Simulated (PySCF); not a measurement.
# Which enantiomer?

Theory: TDDFT PBE0/def2-SVPD circular dichroism and optical rotation, one conformer, gas phase (PySCF 2.14.0). Geometry: GFN2-xTB.

The calculation is non-relativistic, which matters for the atoms heavier than Zn. States above about 5.9 eV (minus the energy of the highest occupied orbital) lie near or above the ionisation threshold and depend on the basis.

Values for one enantiomer of C6H9PSe, R in 10⁻⁴⁰ esu² cm² (velocity form):
```
λ (nm)      f      R
   321  0.004   +0.7
   292  0.026   -5.3
   283  0.053  +12.0
   281  0.002   -4.2
   240  0.011  -10.2
   225  0.018   -7.9
   221  0.002   -5.0
   220  0.043   +1.1
   216  0.007  +13.8
   211  0.021   -6.6
   208  0.023   -0.5
   206  0.002   +1.9
```

[α] at 589.3 nm: +6 deg dm⁻¹ (g/mL)⁻¹ (origin-invariant length gauge).

Question: Which structure gives these signs?
A. CC#C[P@]1(=[Se])C[C@@H]1C
B. CC#C[P@@]1(=[Se])C[C@H]1C

Answer: A. Its CIP labels in SMILES order are S, S; the other enantiomer gives every sign reversed.

Geometry of CC#C[P@]1(=[Se])C[C@@H]1C as run:
```xyz
17

C     3.365    0.221    0.726
C     2.083    0.043    0.093
C     0.980   -0.042   -0.389
P    -0.486   -0.417   -1.269
Se   -0.487   -1.860   -2.792
C    -1.508    1.095   -1.289
C    -1.921    0.057   -0.230
C    -1.780    0.429    1.222
H     3.258    0.184    1.810
H     3.792    1.183    0.441
H     4.037   -0.575    0.409
H    -2.181    1.235   -2.126
H    -1.080    2.016   -0.914
H    -2.833   -0.485   -0.466
H    -0.812    0.892    1.405
H    -1.869   -0.450    1.858
H    -2.562    1.135    1.501
```
